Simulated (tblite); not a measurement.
C6H9NOSi.
Atom-mapped SMILES: `[N:1]#[C:2][CH2:3][SiH2:4][O:5][C@:6]12[CH2:7][C@H:8]1[CH2:9]2` (hydrogens: H10, H11 on C3; H12, H13 on Si4; H14, H15 on C7; H16 on C8; H17, H18 on C9)

Structure used (GFN2-xTB), in Å, numbered top down from 1:
```
atom  x, y, z in Å
N1     4.6040    1.5886   -1.0258
C2     3.7962    0.8034   -0.8239
C3     2.7669   -0.1492   -0.5743
Si4    1.0988    0.7486   -0.3632
O5     0.1223   -0.5196   -0.0865
C6    -1.2166   -0.5443    0.0887
C7    -2.2214   -1.5677   -0.3203
C8    -2.3929   -0.1290   -0.7252
C9    -2.1703    0.4637    0.6377
H10    2.7273   -0.8501   -1.4096
H11    3.0171   -0.7103    0.3274
H12    1.1274    1.6618    0.7800
H13    0.7281    1.4735   -1.5804
H14   -1.9277   -2.2715   -1.0886
H15   -2.8814   -1.9888    0.4311
H16   -2.5327    0.3249   -1.6806
H17   -1.8244    1.4891    0.6846
H18   -2.8295    0.1832    1.4526
```

Calculated harmonic vibrations of the isolated species, GFN2-xTB (tblite), most abundant isotopes, no scaling. Errors from tens to a few hundred cm⁻¹ against measured bands are possible. Modes of hydrogen on silicon can be 10 to 20 % off. One conformer, not necessarily the lowest.

Harmonic wavenumbers (cm⁻¹): 30.3, 41.7, 64.2, 75.3, 155.7, 178.4, 362.7, 375.7, 392.0, 432.4, 465.8, 487.1, 609.5, 638.3, 734.7, 753.0, 762.2, 769.7, 808.9, 855.5, 876.3, 891.0, 933.1, 1018.1, 1023.8, 1030.1, 1065.2, 1066.2, 1072.4, 1095.0, 1115.8, 1176.6, 1208.4, 1293.6, 1406.0, 1437.3, 1460.5, 1553.6, 2246.0, 2282.2, 2406.3, 2972.4, 2980.5, 3006.1, 3007.9, 3057.3, 3066.3, 3195.1.

A = 5571, B = 567.2, C = 541.6 MHz; mass 139.045 u (most abundant isotopes); point group C1, symmetry number 1.

Problem. Zero-point energy?

Solution. Half the sum of the wavenumbers: 28968 cm⁻¹ = 82.82 kcal/mol.

Problem. What is S at 298.15 K and 1 bar for an ideal gas of classical rigid rotors and harmonic oscillators?

Solution. Translation 40.73, rotation 29.62, vibration 33.08: S = 103.4 cal/(mol K).

Problem. And Cp and H(298.15 K) − H(0)?

Solution. Cp = 39.22 cal/(mol K), of which vibrations give 31.27 (their classical limit is 48 R = 95.4); H(298.15 K) − H(0) = 7.13 kcal/mol without the zero-point energy, 4.76 from vibrations.

Problem. What must be added to the electronic energy to get the Gibbs energy at 298.15 K and 1 bar?

Solution. ZPE + [H(298.15 K) − H(0)] − T·S = 82.82 + 7.13 − 30.84 = 59.11 kcal/mol.

Problem. Which modes carry the vibrational entropy at 298.15 K?

Solution. 30.3 cm⁻¹: 5.81; 41.7 cm⁻¹: 5.18; 64.2 cm⁻¹: 4.32; 75.3 cm⁻¹: 4.01; 155.7 cm⁻¹: 2.60; 178.4 cm⁻¹: 2.35 cal/(mol K); the other 42 give 8.81 together.

Problem. How do the functions run with temperature in this model?

Solution. 
```json
{"T (K)": "100", "S (cal/(mol K))": "74.1", "Cp (cal/(mol K))": "19.2", "H − H(0) (kcal/mol)": "1.45", "G − H(0) (kcal/mol)": "-5.96", "ln q(vib)": "2.97"}
{"T (K)": "200", "S (cal/(mol K))": "90.1", "Cp (cal/(mol K))": "28.5", "H − H(0) (kcal/mol)": "3.81", "G − H(0) (kcal/mol)": "-14.21", "ln q(vib)": "5.94"}
{"T (K)": "300", "S (cal/(mol K))": "103.7", "Cp (cal/(mol K))": "39.4", "H − H(0) (kcal/mol)": "7.20", "G − H(0) (kcal/mol)": "-23.90", "ln q(vib)": "8.67"}
{"T (K)": "500", "S (cal/(mol K))": "128.4", "Cp (cal/(mol K))": "57.6", "H − H(0) (kcal/mol)": "17.02", "G − H(0) (kcal/mol)": "-47.16", "ln q(vib)": "13.99"}
{"T (K)": "800", "S (cal/(mol K))": "159.3", "Cp (cal/(mol K))": "73.7", "H − H(0) (kcal/mol)": "36.95", "G − H(0) (kcal/mol)": "-90.48", "ln q(vib)": "21.56"}
{"T (K)": "1000", "S (cal/(mol K))": "176.5", "Cp (cal/(mol K))": "80.4", "H − H(0) (kcal/mol)": "52.39", "G − H(0) (kcal/mol)": "-124.09", "ln q(vib)": "26.20"}
```

q(vib) and H(0) count from the zero-point level.

Hindered rotation and anharmonicity are outside this model. Other conformers, if any are populated, would add a mixing term that is left out. The structure is chiral; the term R ln 2 for an equal mix with its mirror image is left out.

Hardware: one thread of an Arm Neoverse V2, on a shared host. Cost: 0.58 s wall. This covers the Hessian and the dipole derivatives.
